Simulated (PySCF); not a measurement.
29Si chemical shifts

PySCF 2.14.0 with density-fitted response routines calculation with σ from GIAO-PBE0/pcSseg-1 and geometry from PBE0-D3(BJ)/def2-SVP; no solvent, relativity neglected, one conformer, equivalent nuclei averaged.

Shieldings were converted by a linear fit to measured shifts: 29Si: δ = 280.36 − 0.835σ (rms 9.7 ppm, 85 shifts, 23.7 ppm with the 5 outliers that the fit left out vs TMS, solution or neat liquid). Occasional misses reach two or three times the rms, and more in compound classes unlike the fitted ones.

Problem. Give the 29Si shifts of `C[Si@@H]1[SiH2][SiH2][Si@@H]1C1CC1`, `N[SiH2]c1ccc([SiH3])cc1`, `N[SiH2]c1ccc([SiH3])cc1`, `C#C[C@H](C)[SiH2][SiH2][SiH2][SiH3]`, `C[Si@@H]1[SiH2][SiH2][Si@H]1C1CC1`, `C#C[Si@H](CC)[SiH2][SiH2][SiH3]`.

Solution. 
```csv
compound,environment,δ (ppm)
[CH3:1][Si@@H:2]1[SiH2:3][SiH2:4][Si@@H:5]1[CH:6]1[CH2:7][CH2:8]1,"Si5: silicon bonded to C, 2 Si, H, in a 4-membered ring",-41.8
[CH3:1][Si@@H:2]1[SiH2:3][SiH2:4][Si@@H:5]1[CH:6]1[CH2:7][CH2:8]1,"Si2: silicon bonded to C, 2 Si, H, in a 4-membered ring",-57.7
[CH3:1][Si@@H:2]1[SiH2:3][SiH2:4][Si@@H:5]1[CH:6]1[CH2:7][CH2:8]1,"Si3: silicon bonded to 2 Si, 2 H, in a 4-membered ring",-88.0
[CH3:1][Si@@H:2]1[SiH2:3][SiH2:4][Si@@H:5]1[CH:6]1[CH2:7][CH2:8]1,"Si4: silicon bonded to 2 Si, 2 H, in a 4-membered ring",-108.4
[NH2:1][SiH2:2][c:3]1[cH:4][cH:5][c:6]([SiH3:7])[cH:8][cH:9]1,"Si2: silicon bonded to C, N, 2 H",-42.2
[NH2:1][SiH2:2][c:3]1[cH:4][cH:5][c:6]([SiH3:7])[cH:8][cH:9]1,"Si7: silicon bonded to C, 3 H",-66.6
[NH2:1][SiH2:2][c:3]1[cH:4][cH:5][c:6]([SiH3:7])[cH:8][cH:9]1,"Si2: silicon bonded to C, N, 2 H",-42.2
[NH2:1][SiH2:2][c:3]1[cH:4][cH:5][c:6]([SiH3:7])[cH:8][cH:9]1,"Si7: silicon bonded to C, 3 H",-66.6
[CH:1]#[C:2][C@H:3]([CH3:4])[SiH2:5][SiH2:6][SiH2:7][SiH3:8],"Si5: silicon bonded to C, Si, 2 H",-56.6
[CH:1]#[C:2][C@H:3]([CH3:4])[SiH2:5][SiH2:6][SiH2:7][SiH3:8],"Si8: silicon bonded to Si, 3 H",-99.6
[CH:1]#[C:2][C@H:3]([CH3:4])[SiH2:5][SiH2:6][SiH2:7][SiH3:8],"Si7: silicon bonded to 2 Si, 2 H",-106.4
[CH:1]#[C:2][C@H:3]([CH3:4])[SiH2:5][SiH2:6][SiH2:7][SiH3:8],"Si6: silicon bonded to 2 Si, 2 H",-109.4
[CH3:1][Si@@H:2]1[SiH2:3][SiH2:4][Si@H:5]1[CH:6]1[CH2:7][CH2:8]1,"Si5: silicon bonded to C, 2 Si, H, in a 4-membered ring",-40.8
[CH3:1][Si@@H:2]1[SiH2:3][SiH2:4][Si@H:5]1[CH:6]1[CH2:7][CH2:8]1,"Si2: silicon bonded to C, 2 Si, H, in a 4-membered ring",-56.2
[CH3:1][Si@@H:2]1[SiH2:3][SiH2:4][Si@H:5]1[CH:6]1[CH2:7][CH2:8]1,"Si3: silicon bonded to 2 Si, 2 H, in a 4-membered ring",-89.3
[CH3:1][Si@@H:2]1[SiH2:3][SiH2:4][Si@H:5]1[CH:6]1[CH2:7][CH2:8]1,"Si4: silicon bonded to 2 Si, 2 H, in a 4-membered ring",-101.3
[CH:1]#[C:2][Si@H:3]([CH2:4][CH3:5])[SiH2:6][SiH2:7][SiH3:8],"Si3: silicon bonded to 2 C, Si, H",-60.7
[CH:1]#[C:2][Si@H:3]([CH2:4][CH3:5])[SiH2:6][SiH2:7][SiH3:8],"Si8: silicon bonded to Si, 3 H",-101.6
[CH:1]#[C:2][Si@H:3]([CH2:4][CH3:5])[SiH2:6][SiH2:7][SiH3:8],"Si6: silicon bonded to 2 Si, 2 H",-109.2
[CH:1]#[C:2][Si@H:3]([CH2:4][CH3:5])[SiH2:6][SiH2:7][SiH3:8],"Si7: silicon bonded to 2 Si, 2 H",-110.0
```
